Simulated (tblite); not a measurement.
Compound: C5H12FNSi.
Structure used (GFN2-xTB), in Å, numbered top down from 1:
```
atom  x, y, z in Å
C1     0.8020   -2.0241    0.4234
C2     0.4419   -0.5719    0.2687
C3     1.5115    0.4154    0.6643
N4     1.3667    1.6137   -0.1411
C5    -0.7179   -0.1144   -0.1934
Si6   -1.1608    1.7289   -0.1611
C7    -1.7824   -1.0550   -0.6616
F8    -2.5729   -0.4723   -1.6277
H9     1.1358   -2.4406   -0.5282
H10    1.6106   -2.1385    1.1423
H11   -0.0491   -2.6066    0.7681
H12    1.3796    0.6957    1.7152
H13    2.5042   -0.0511    0.5649
H14    1.9277    2.3792    0.2137
H15    1.6337    1.4282   -1.1008
H16   -0.7629    2.3588    1.0996
H17   -0.8065    2.4352   -1.3875
H18   -2.6365    1.7242   -0.0995
H19   -1.3718   -1.9614   -1.1209
H20   -2.4582   -1.3328    0.1585
```

Method: GFN2-xTB as coded in tblite; computed harmonic values from a numerical Hessian at the method's own geometry, unscaled. The method is semi-empirical: single wavenumbers can be off by several per cent or more. Modes of hydrogen on silicon can be 10 to 20 % off. One conformer, not necessarily the lowest.

Harmonic wavenumbers (cm⁻¹): 31.7, 50.7, 107.2, 134.9, 162.2, 169.5, 244.2, 311.9, 320.4, 346.8, 389.1, 418.2, 487.3, 531.6, 586.6, 596.0, 619.4, 742.8, 854.6, 875.3, 888.5, 916.9, 945.9, 990.8, 1016.6, 1021.7, 1065.6, 1100.5, 1127.0, 1158.1, 1220.7, 1228.2, 1261.8, 1319.4, 1347.7, 1399.6, 1436.5, 1468.7, 1485.0, 1501.4, 1536.6, 1708.1, 2142.1, 2230.7, 2277.3, 2847.2, 2892.5, 2925.7, 2930.1, 2983.6, 3028.5, 3035.9, 3401.8, 3433.0.

A = 1968, B = 1426, C = 898.8 MHz; mass 133.072 u (most abundant isotopes); point group C1, symmetry number 1.

Question: Zero-point energy?

Answer: ½Σν̃ = 34627 cm⁻¹ = 414.23 kJ/mol.

Question: Give the ideal-gas entropy at 500 K and 1 bar in the rigid-rotor, harmonic-oscillator model (classical rotation).

Answer: Translation 180.60, rotation 128.77, vibration 232.60: S = 542.0 J/(mol K).

Question: And Cp and H(500 K) − H(0)?

Answer: Cp = 253.09 J/(mol K), of which vibrations give 219.84 (their classical limit is 54 R = 449.0); H(500 K) − H(0) = 74.87 kJ/mol without the zero-point energy, 58.24 from vibrations.

Question: Blend soft modes into free rotors: weight 1/[1 + (100 cm⁻¹/ν̃)⁴] for the oscillator and the rest for a rotor with moment μB/(μ + B), μ = h/(8π²ν), B = 10⁻⁴⁴ kg m². What vibrational entropy results?

Answer: 213.13 J/(mol K) in place of 232.60, which changes −T·S at 500 K by +9.74 kJ/mol.

Question: Which modes carry the vibrational entropy at 500 K?

Answer: 31.7 cm⁻¹: 28.23; 50.7 cm⁻¹: 24.33; 107.2 cm⁻¹: 18.13; 134.9 cm⁻¹: 16.23; 162.2 cm⁻¹: 14.73; 169.5 cm⁻¹: 14.37 J/(mol K); the other 48 give 116.60 together.

Question: What must be added to the electronic energy to get the Gibbs energy at 500 K and 1 bar?

Answer: ZPE + [H(500 K) − H(0)] − T·S = 414.23 + 74.87 − 270.98 = 218.12 kJ/mol.

Hindered rotation and anharmonicity are outside this model. Other conformers, if any are populated, would add a mixing term that is left out. The structure is chiral; the term R ln 2 for an equal mix with its mirror image is left out.
